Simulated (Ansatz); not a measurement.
Born–Oppenheimer molecular dynamics of FH₅W (7 atoms, charge 0, multiplicity 1). It starts at the highest image of a converged band, a first-order saddle point between two minima.

These are results of RKS B3LYP-D4/def2-TZVP (Ansatz 0.2.0), not measurements.

```
ensemble                      : NVE (velocity Verlet)
time step                     : 0.5 fs
steps asked                   : 200
starting velocities drawn for : 300 K
seed                          : 7187
```

First frame:

```xyz
7
Properties=species:S:1:pos:R:3
W 0.116 -0.286 -0.063
H 0.157 0.679 1.293
H 1.561 -0.176 0.794
H 0.205 1.469 -0.144
H -1.317 -0.030 0.783
F 0.021 -2.181 -0.149
H 0.157 0.395 -1.614
```

**Question.** How far do the bonds stretch over the last three quarters of this one trajectory? (Pairs bonded in most of those frames.)

**Answer.** 
| bond | mean (Å) | spread (Å) | shortest | longest |
| --- | --- | --- | --- | --- |
| W1–H2 | 1.700 | 0.014 | 1.67 | 1.72 |
| W1–H3 | 1.715 | 0.031 | 1.65 | 1.78 |
| W1–H4 | 1.732 | 0.026 | 1.67 | 1.77 |
| W1–H5 | 1.689 | 0.018 | 1.66 | 1.74 |
| W1–F6 | 1.854 | 0.032 | 1.80 | 1.89 |
| W1–H7 | 1.703 | 0.010 | 1.69 | 1.72 |

Mean temperature of the second half: 1040 K. The conserved energy stayed within 0.071 meV per atom of its start (net change 0.04 meV per atom), so the integration is sound. The kinetic energy rose, since the run started high on the potential surface and went downhill. A run of 0.1 ps of so small a system gives no equilibrium averages. The orbitals stay closed-shell, which can raise the energy where a bond breaks towards radicals; this wasn't checked here.

Time of the run: 3.1 min on 4 threads of Arm Neoverse V1, with other jobs on the host, peak memory 0.17 GiB.
